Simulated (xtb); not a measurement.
C$_{6}$H$_{7}$ (SMILES [C]1=CC=CCC1), doublet, geometry from GFN2-xTB. Base run: GFN2-xTB run with xtb.

Here is a job for xtb.
```
$ xtb mol.xyz --gfn 2 --uhf 1 --json

# file mol.xyz
13

C     -0.01813797    -1.39878154    -0.19521506
C      1.18598868    -0.88585190    -0.22379431
C      1.29500822     0.58193667    -0.19074864
C      0.23653616     1.32016165     0.12562183
C     -1.06969291     0.70173312     0.53224046
C     -1.29073376    -0.67188561    -0.14280019
H      2.09280140    -1.46457223    -0.29379106
H      2.24820824     1.01715164    -0.45123023
H      0.29729860     2.39877404     0.16236090
H     -1.90332260     1.36213403     0.28584194
H     -1.06060451     0.57437613     1.62147787
H     -1.65828887    -0.54390825    -1.16801336
H     -2.04990288    -1.22782979     0.41152943
```

Variants of this job, named by their change:

```
change          ΔE vs base (kJ/mol)  dipole (D)  SCF cycles
--------------  -------------------  ----------  ----------
base                           0.00        1.21          11
alpb = benzene               -18.29        1.30          11
etemp = 10000                -125.8        1.50          11
acc = 0.0001                   0.00        1.21          17
etemp = 3000                  -3.93        1.29          11
```

ALPB and GBSA are two models with their own fitted parameters for each solvent, which aren't always the measured dielectric constant.
